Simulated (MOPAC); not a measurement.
MOPAC input (PM7):

```
PM7 FORCE THERMO(298,298) PRECISE LET GEO-OK AUX(PRECISION=9) THREADS=1
C2H8Si3

C     1.41855207 1    2.45972512 1    1.19742199 1
C     1.46544711 1    1.34942319 1    0.54916987 1
Si    1.51259617 1   -0.14222444 1   -0.32037021 1
Si   -0.36070390 1   -1.24764554 1    0.04104916 1
Si   -2.19489758 1   -0.11945351 1   -0.42011094 1
H     1.38487645 1    3.34357378 1    1.71221478 1
H     1.69971439 1    0.11342499 1   -1.75383985 1
H     2.65446044 1   -0.95508512 1    0.11576388 1
H    -0.40395672 1   -1.65603339 1    1.45648843 1
H    -0.35349610 1   -2.48469941 1   -0.76027824 1
H    -3.36947834 1   -0.95298755 1   -0.15837343 1
H    -2.24198660 1    0.28811668 1   -1.82485207 1
H    -2.31041757 1    1.08479457 1    0.40338154 1
```

From the output:

```
     H   13   3.034671

          HEAT OF FORMATION =      59.862748 KCALS/MOLE

          ZERO POINT ENERGY      47.994 KCAL/MOL

           NORMAL COORDINATE ANALYSIS (Total motion = 1 Angstrom)

   Root No.       1         2         3         4         5         6         7         8

                 1 A       2 A       3 A       4 A       5 A       6 A       7 A       8 A

                  39.1      83.2     119.5     152.5     253.9     318.1     394.0     407.7

           1   -0.0090    0.0205   -0.0097    0.0209   -0.0009    0.0199    0.0164    0.0090
           2   -0.0692    0.0686   -0.0118    0.0398   -0.0255   -0.0475    0.0131   -0.0044
           3   -0.0457   -0.0345    0.0116   -0.0089   -0.0709    0.0188   -0.0032   -0.0018
           4   -0.0090    0.0205   -0.0096    0.0207   -0.0009    0.0182    0.0149    0.0081
           5   -0.0289    0.0180   -0.0011   -0.0382    0.0506    0.1591   -0.0340    0.0212
           6   -0.0111    0.0000   -0.0070   -0.0046    0.1390   -0.0636    0.0073    0.0087
           7   -0.0095    0.0209   -0.0093    0.0196   -0.0001    0.0172    0.0046    0.0035
           8    0.0135   -0.0056   -0.0038   -0.0532   -0.0032    0.0002    0.0716   -0.0070
           9    0.0277    0.0239   -0.0158   -0.0168   -0.0083   -0.0015   -0.0171   -0.0051
          10   -0.0310   -0.0214    0.0188   -0.0486    0.0022   -0.0261   -0.0508   -0.0167
          11    0.0047   -0.0079    0.0006   -0.0078    0.0001   -0.0304   -0.0032   -0.0114
          12   -0.0158   -0.0208    0.0220    0.0401    0.0007    0.0261    0.0490   -0.0165
          13    0.0460   -0.0141   -0.0017    0.0096   -0.0006   -0.0002    0.0231   -0.0054
          14    0.0227   -0.0242    0.0091    0.0538   -0.0016   -0.0070   -0.0627    0.0108
          15    0.0120    0.0118   -0.0077   -0.0120   -0.0036   -0.0046   -0.0314    0.0071
          16   -0.0089    0.0204   -0.0096    0.0208   -0.0008    0.0205    0.0163    0.0091
          17   -0.1001    0.1050   -0.0189    0.0944   -0.0733   -0.1764    0.0342   -0.0195
          18   -0.0725   -0.0601    0.0250   -0.0108   -0.2028    0.0704   -0.0077   -0.0077
          19   -0.0316    0.0106   -0.0091    0.0409    0.1772   -0.0558    0.0450    0.0017
          20    0.0598    0.0256   -0.0354   -0.1099   -0.1313   -0.0787    0.0358    0.0767
          21    0.0452    0.0334   -0.0220   -0.0372   -0.1031    0.0090   -0.0363    0.0140
          22    0.0312    0.0274   -0.0181    0.0184   -0.1780   -0.0525    0.0572   -0.0020
          23    0.0010   -0.0240    0.0102   -0.0049    0.0350   -0.0247    0.1327   -0.0622
          24    0.0670    0.0511   -0.0387   -0.0762   -0.1657   -0.0129   -0.0673    0.0624
          25   -0.0972   -0.0828    0.0512   -0.0726   -0.0127   -0.1184    0.0550    0.2224
          26   -0.0029   -0.0247    0.0026   -0.0127    0.0065   -0.0548    0.0119   -0.0081
          27    0.0004   -0.0067    0.0134    0.0441    0.0046    0.0434    0.0192   -0.0709
          28   -0.0270   -0.0197    0.0171   -0.0462    0.0026   -0.0221   -0.0466   -0.0237
          29   -0.0085    0.0200   -0.0029    0.0019   -0.0028    0.0150   -0.0238   -0.0068
          30   -0.0862   -0.0818    0.0552    0.0121   -0.0153   -0.0728    0.1442    0.2298
          31    0.0186   -0.1169   -0.1759    0.0750   -0.0045    0.0367    0.0749    0.0344
          32    0.0127   -0.0085    0.0155    0.0081   -0.0015   -0.0389   -0.1037   -0.0024
          33   -0.0369   -0.0539   -0.1642   -0.0508   -0.0073   -0.0418   -0.0828    0.0174
          34    0.1343    0.1045    0.1766   -0.0077   -0.0033   -0.0117    0.0463    0.0748
          35    0.0375    0.0161    0.1395    0.0856    0.0058    0.0319   -0.0183   -0.0566
          36   -0.0095   -0.0165   -0.0482   -0.0071   -0.0027   -0.0009   -0.0329   -0.0139
          37    0.0402   -0.0254   -0.0199    0.0143   -0.0008    0.0025    0.0234   -0.0044
          38    0.0295   -0.0921   -0.1213    0.1178   -0.0069    0.0300    0.0215    0.0913
          39    0.1027    0.1305    0.1673   -0.0297   -0.0073   -0.0180   -0.0004    0.0911

   Root No.       9        10        11        12        13        14        15        16

                 9 A      10 A      11 A      12 A      13 A      14 A      15 A      16 A

                 459.3     487.6     527.9     540.5     620.4     646.2     682.3     721.6

           1   -0.0101   -0.0033   -0.0111    0.0031   -0.0341   -0.0875   -0.0048    0.0046
           2   -0.0054   -0.0035    0.0008   -0.0003    0.0002   -0.0009   -0.0022    0.0010
           3    0.0052   -0.0040   -0.0002    0.0025   -0.0012    0.0013   -0.0045   -0.0010
           4   -0.0087   -0.0028   -0.0092    0.0025   -0.0260   -0.0648   -0.0033    0.0026
           5    0.0157    0.0163   -0.0076    0.0005   -0.0009    0.0076    0.0195   -0.0052
           6   -0.0222    0.0250    0.0019   -0.0153    0.0082   -0.0116    0.0437    0.0109
           7   -0.0009    0.0004    0.0016   -0.0008    0.0214    0.0649    0.0035   -0.0006
           8   -0.0393   -0.0233   -0.0009   -0.0030    0.0034    0.0002   -0.0081    0.0064
           9    0.0319   -0.0203   -0.0000    0.0181   -0.0085    0.0067   -0.0143    0.0008
          10   -0.0099   -0.0058    0.0216   -0.0069   -0.0061   -0.0019    0.0009   -0.0004
          11    0.0692    0.0293    0.0065    0.0062   -0.0040   -0.0089    0.0050   -0.0272
          12    0.0012    0.0130   -0.0018   -0.0227   -0.0027    0.0022   -0.0052   -0.0044
          13    0.0160    0.0106   -0.0222    0.0044    0.0128   -0.0043   -0.0032    0.0042
          14   -0.0282   -0.0176   -0.0115   -0.0067    0.0003    0.0022   -0.0008    0.0043
          15   -0.0286   -0.0044    0.0048    0.0184    0.0098   -0.0054    0.0018   -0.0052
          16   -0.0101   -0.0033   -0.0113    0.0031   -0.0345   -0.0885   -0.0049    0.0048
          17   -0.0131   -0.0127    0.0055   -0.0002    0.0004   -0.0059   -0.0117    0.0006
          18    0.0183   -0.0197   -0.0015    0.0110   -0.0047    0.0076   -0.0276   -0.0067
          19   -0.0180   -0.0262   -0.0039    0.0218   -0.0041    0.1484   -0.2846   -0.1412
          20   -0.1744    0.2031   -0.0094   -0.0897    0.0047    0.0295   -0.0918   -0.1011
          21    0.0042    0.0404    0.0002   -0.0118    0.0023   -0.0209    0.0803    0.0332
          22   -0.0208    0.0147   -0.0050   -0.0224    0.0523    0.0776    0.3315    0.0043
          23    0.0424   -0.1612   -0.0068    0.0539   -0.0010    0.0293    0.1518    0.0022
          24   -0.0788    0.1692    0.0034   -0.0683    0.0167   -0.0213   -0.0064    0.0065
          25    0.0624   -0.0254   -0.0574    0.0821    0.0308    0.0076    0.0004   -0.0134
          26   -0.0067    0.1228   -0.0346    0.0868   -0.2580    0.1947   -0.0307    0.3385
          27   -0.0225    0.0256    0.0131   -0.0334   -0.0358    0.0189   -0.0079    0.0339
          28   -0.0130   -0.0038    0.0178   -0.0079   -0.0146    0.0038    0.0044   -0.0115
          29    0.1141    0.0104    0.1338   -0.0566    0.2727   -0.1301   -0.1299    0.3074
          30    0.0776   -0.0102   -0.0605    0.0738    0.0501   -0.0028   -0.0042    0.0387
          31   -0.0041    0.0092    0.1877    0.0255   -0.0387    0.0081    0.0121   -0.0167
          32    0.0261   -0.0440   -0.1602   -0.0835    0.0076    0.0080   -0.0125    0.0228
          33    0.0704   -0.0718   -0.1394   -0.1423   -0.0232    0.0221   -0.0114    0.0223
          34    0.0724   -0.0473    0.0936   -0.0902   -0.0675    0.0274    0.0069   -0.0034
          35   -0.1511    0.0927    0.0488    0.2095    0.0678   -0.0398    0.0100   -0.0305
          36   -0.0411    0.0118   -0.0222    0.0423    0.0288   -0.0131   -0.0007   -0.0043
          37    0.0107    0.0113   -0.0079    0.0098    0.0117   -0.0052   -0.0018    0.0020
          38   -0.0056   -0.0404    0.2680   -0.0255   -0.0770    0.0154    0.0175   -0.0302
          39    0.0486   -0.0684    0.1036   -0.1032   -0.0771    0.0322    0.0026    0.0016

   Root No.      17        18        19        20        21        22        23        24

                17 A      18 A      19 A      20 A      21 A      22 A      23 A      24 A

                 754.8     839.5     842.2     843.8     846.9     848.7     862.7     865.8

           1    0.0105   -0.0009   -0.0007    0.0002   -0.0010    0.0002    0.0003    0.0001
           2   -0.0032   -0.0036    0.0020   -0.0879    0.0032   -0.0349    0.0010   -0.0006
           3    0.0011    0.0009    0.0003    0.0299   -0.0045   -0.1017    0.0001   -0.0001
           4    0.0081   -0.0011   -0.0007   -0.0000   -0.0005    0.0001    0.0002    0.0001
           5    0.0247   -0.0013   -0.0022    0.0310   -0.0012    0.0122   -0.0001    0.0003
           6   -0.0088    0.0005    0.0006   -0.0106    0.0010    0.0356    0.0003    0.0000
           7   -0.0324    0.0104    0.0060   -0.0002    0.0010   -0.0000   -0.0005   -0.0004
           8   -0.0222   -0.0075   -0.0051    0.0037    0.0014    0.0006   -0.0001    0.0002
           9    0.0084    0.0026    0.0017   -0.0013   -0.0007    0.0025    0.0001   -0.0002
          10    0.0052    0.0011   -0.0010    0.0007    0.0110   -0.0010   -0.0014   -0.0006
          11   -0.0092    0.0004   -0.0025   -0.0005    0.0018   -0.0003    0.0012   -0.0002
          12   -0.0003   -0.0011    0.0012   -0.0011   -0.0136    0.0013    0.0014   -0.0013
          13    0.0011   -0.0039    0.0063    0.0016    0.0041    0.0000    0.0052   -0.0144
          14    0.0013    0.0081   -0.0127   -0.0019   -0.0031   -0.0002    0.0116   -0.0019
          15   -0.0005    0.0050   -0.0083   -0.0018   -0.0047   -0.0000   -0.0102   -0.0094
          16    0.0098   -0.0005   -0.0006   -0.0024   -0.0007   -0.0002    0.0005    0.0000
          17   -0.0085    0.0289   -0.0120    0.6232   -0.0231    0.2472   -0.0076    0.0046
          18    0.0031   -0.0075   -0.0031   -0.2119    0.0324    0.7205   -0.0012    0.0005
          19    0.2615   -0.1300   -0.0788    0.0068    0.0107    0.0034   -0.0003    0.0035
          20    0.2185    0.1868    0.1148   -0.0241   -0.0137    0.0034   -0.0036   -0.0047
          21   -0.0547    0.0903    0.0554   -0.0092   -0.0075    0.0023   -0.0008   -0.0026
          22    0.2632   -0.1306   -0.0735    0.0059   -0.0017   -0.0073    0.0039    0.0028
          23    0.2083    0.0831    0.0548   -0.0130   -0.0150    0.0026    0.0006   -0.0022
          24   -0.0947   -0.1867   -0.1161    0.0222    0.0176   -0.0035    0.0018    0.0045
          25   -0.0235   -0.0493    0.0477   -0.0243   -0.3221    0.0318    0.0512   -0.0096
          26    0.0537   -0.0098    0.0020   -0.0002   -0.0239    0.0041   -0.0065   -0.0108
          27    0.0141    0.0122   -0.0122    0.0055    0.0737   -0.0073   -0.0135    0.0001
          28   -0.0016   -0.0026    0.0026   -0.0006   -0.0094    0.0010    0.0019   -0.0021
          29    0.1223   -0.0018    0.0103   -0.0023   -0.0400    0.0040    0.0004    0.0115
          30    0.0121    0.0495   -0.0490    0.0247    0.3296   -0.0324   -0.0511    0.0192
          31   -0.0023    0.0651   -0.0943   -0.0171   -0.0253   -0.0020    0.1550    0.2895
          32    0.0025   -0.0586    0.0911    0.0137    0.0223    0.0011   -0.0945    0.0012
          33    0.0009   -0.0716    0.1181    0.0145    0.0245    0.0007   -0.0773    0.2903
          34   -0.0022    0.0625   -0.1045   -0.0311   -0.0816   -0.0017   -0.2820    0.1603
          35   -0.0069   -0.0977    0.1578    0.0217    0.0336    0.0019   -0.0761    0.2606
          36   -0.0002   -0.0167    0.0278    0.0077    0.0189    0.0005    0.0640   -0.0377
          37    0.0010   -0.0023    0.0028    0.0001   -0.0014    0.0001   -0.0284   -0.0186
          38   -0.0076   -0.1000    0.1512    0.0249    0.0331    0.0037   -0.1774   -0.2047
          39   -0.0014   -0.0674    0.1162    0.0313    0.0825    0.0019    0.3153    0.0310

   Root No.      25        26        27        28        29        30        31        32

                25 A      26 A      27 A      28 A      29 A      30 A      31 A      32 A
```
